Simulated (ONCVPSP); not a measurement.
# Before and after: ONCV potential for bromine

```json
{
 "Element": "Br (Z = 35)",
 "Generator": "ONCVPSP 4.0.1",
 "Type": "optimised norm-conserving Vanderbilt (ONCV)",
 "Functional": "PBE",
 "Relativity": "fully relativistic",
 "Frozen core": "[Ar] 3d10",
 "Valence charge": "7",
 "Reference configuration": "4s2 4p5",
 "Partial waves": "4s: rc 1.30 bohr, ncon 3, nbas 6, qcut 5.1 1/bohr, 2 projectors, debl 0.3 Ha; 4p: rc 1.70 bohr, ncon 5, nbas 9, qcut 5.8 1/bohr, 2 projectors, debl 0.6 Ha",
 "Local potential": "polynomial inside 1.25 bohr (lpopt 2, dvloc0 0 Ha)",
 "Core correction": "Teter function, fcfact 5, rcfact 1.7"
}
```

Open shells are filled in proportion to 2j + 1.

In the s channel the program set the typed energies aside and used -0.740, 0.250 Ha.

All-electron outer shells of the reference configuration (PBE, scalar-relativistic, ld1.x):

```csv
shell,level (eV),outermost node (bohr),outermost maximum (bohr)
3p,-173.49,0.21,0.48
3d,-66.72,–,0.43
4s,-20.13,0.67,1.41
4p,-7.86,0.70,1.66
```

Change: p: qcut 3.8.

Cutoffs: the cutoffs (Ha) at which the residual kinetic energy of the hardest occupied pseudo-wave falls to 1 and 0.1 mHa per electron; they do not see the model core or the augmentation charge, which bear on the density cutoff. Errors are all-electron minus pseudo energies relative to the spin-unpolarised reference configuration.

**Question.** How do hardness, ghosts and transferability respond?

**Answer.** The potential gets harder (13 Ha and 28 Ha → 23 Ha and 79 Ha); the errors of the 4 common tests hardly move; neither file shows a bound ghost.

| quantity | base | changed |
| --- | --- | --- |
| cutoff, loose | 13 Ha | 23 Ha |
| cutoff, tight | 28 Ha | 79 Ha |
| loose cutoff by channel | s 13 Ha, p 13 Ha | s 13 Ha, p 23 Ha |
| bound ghosts | none | none |
| GHOST(+) flags under 300 eV | s at 135.3 eV | s at 135.3 eV |
| error for 4s2 4p4, meV [ΔE 12.56 eV] | -18 | -18 |
| error for 4s2 4p3, meV [ΔE 35.33 eV] | -111 | -113 |
| error for 4s2 4p2, meV [ΔE 69.32 eV] | -359 | -367 |
| error for 4s2 4p1, meV [ΔE 115.35 eV] | -871 | -893 |
| s: phases at 1.32 bohr within 0.05 rad from the reference energy up to (Ha; the scan ends near 5) | 4.4 | 4.4 |
| p3/2: phases at 1.72 bohr within 0.05 rad from the reference energy up to (Ha; the scan ends near 5) | 4.0 | 4.1 |
| p1/2: phases at 1.72 bohr within 0.05 rad from the reference energy up to (Ha; the scan ends near 5) | 4.1 | 4.2 |
| rms error of d²Exc/dni dnj with the model core, mHa | 1.13 | 1.09 |
